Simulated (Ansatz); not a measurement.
Ge6N. The state is a doublet with charge 0. Geometry PBE-D4/def2-SVP, basis def2-TZVP, Ansatz.

```csv
atom,x (Å),y (Å),z (Å)
N1,-0.599,0.312,0.153
Ge2,0.869,1.983,0.145
Ge3,-1.195,-1.274,-1.286
Ge4,0.519,0.364,2.075
Ge5,-0.190,0.970,-1.932
Ge6,-0.756,-1.650,1.190
Ge7,1.353,-0.705,-0.346
```

```tsv
run	HOMO (eV)	LUMO (eV)
A	-4.26	-3.60
B	-4.00	-3.64
C	-4.67	-2.99
D	-4.51	-3.34
```

Another isomer (doublet) lies 0.35 eV lower at PBE0-D4/def2-TZVP; other spin states weren't run for this one.

HOMO and LUMO are taken over both spins.

Question: The runs used PBE, PBE0, r2SCAN, r2SCANh. Estimate which is which.

Answer: A r2SCAN (0 % exact exchange); B PBE (0 % exact exchange); C PBE0 (25 % exact exchange); D r2SCANh (10 % exact exchange). Exact exchange lowers occupied and raises empty levels; among semilocal functionals meta-GGAs tend to open the gap a little, and such runs are hard to tell apart. The gap grows from 0.35 eV (PBE) to 1.68 eV (PBE0).
